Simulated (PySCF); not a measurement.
## TDDFT excited states: C5H6F3OP

C₅H₆F₃OP.
Cartesian coordinates in Å at the PBE0-D3(BJ)/def2-SVP level; atoms count from 1:
```xyz
16
C5H6F3OP angstrom
C      2.563   -0.027    0.796
C      1.340    0.427    0.509
C      0.581    0.050   -0.699
C     -0.396    1.053   -1.401
P     -1.161   -0.421   -0.756
O     -1.809   -1.559   -1.461
C     -1.957    0.034    0.886
F     -1.579    1.249    1.302
F     -1.624   -0.844    1.824
F     -3.278    0.037    0.760
H      3.076    0.275    1.712
H      3.090   -0.717    0.130
H      0.846    1.117    1.201
H      1.147   -0.556   -1.419
H     -0.573    2.003   -0.886
H     -0.288    1.145   -2.486
```

Method: TDDFT CAM-B3LYP/def2-SVPD, vertical, gas phase, core orbitals frozen in the response in PySCF.

Q: List the vertical singlet excitations with oscillator strengths and describe the spectrum.

A: 

```
state  E (eV)  λ (nm)  ν̃ (cm⁻¹)       f  |μ| (D)   main configurations (H = HOMO, L = LUMO)
   S1    5.85   211.8      47210   0.143     2.54                                  H→L (72%)
   S2    6.68   185.6      53890   0.102     2.00                    H-1→L (60%), H→L+2 (9%)
   S3    6.84   181.4      55130   0.117     2.12                                H→L+2 (73%)
   S4    6.92   179.1      55850   0.198     2.75                   H→L+1 (49%), H→L+4 (17%)
   S5    7.22   171.7      58230   0.024     0.93                   H→L+3 (69%), H→L+1 (11%)
   S6    7.40   167.5      59690   0.047     1.29      H→L+4 (42%), H→L+1 (18%), H-2→L (10%)
   S7    7.57   163.7      61080   0.040     1.17                   H-2→L (38%), H-1→L (11%)
   S8    7.69   161.3      61990   0.022     0.87    H→L+6 (31%), H-1→L+1 (12%), H→L+4 (10%)
   S9    7.73   160.5      62320   0.024     0.90  H-1→L+2 (37%), H-1→L+1 (12%), H→L+6 (11%)
  S10    7.81   158.7      63010  0.0028     0.31     H→L+5 (48%), H-1→L+2 (15%), H→L+6 (9%)
```

Triplets, Tamm–Dancoff:

```json
{"state": "T1", "E (eV)": "4.04", "λ (nm)": "307.1", "main configurations (H = HOMO, L = LUMO)": "H→L (68%)"}
{"state": "T2", "E (eV)": "5.59", "λ (nm)": "221.7", "main configurations (H = HOMO, L = LUMO)": "H-1→L (30%), H→L+3 (18%), H→L (18%)"}
{"state": "T3", "E (eV)": "6.12", "λ (nm)": "202.6", "main configurations (H = HOMO, L = LUMO)": "H→L+2 (30%), H→L+1 (14%), H→L+5 (11%)"}
{"state": "T4", "E (eV)": "6.43", "λ (nm)": "192.9", "main configurations (H = HOMO, L = LUMO)": "H-1→L (30%), H-2→L (24%)"}
```

The lowest singlet lies at 5.85 eV (212 nm, ultraviolet) and is of moderate strength; its leading configuration is HOMO→LUMO (72%). The strongest level in the table is S4 at 6.92 eV (179 nm, f = 0.198). Löwdin shares by element: HOMO carbon 54% or more, oxygen 18% (atoms not listed hold the other 28%); LUMO carbon 55% or more, phosphorus 12% (atoms not listed hold the other 33%). Weighted by f, the mean energy of these states is 6.79 eV. Of the 10 states listed, 9 reach f = 0.01 and none stays under 0.0005. The listed states span 1.96 eV, and the widest gap between neighbours is 0.83 eV (S1 to S2). The vertical ionisation energy (ΔSCF) is 9.43 eV, 1.61 eV above S10. Only the lowest 10 singlets were computed, as vertical energies without vibronic structure.

One conformer stands for the species.
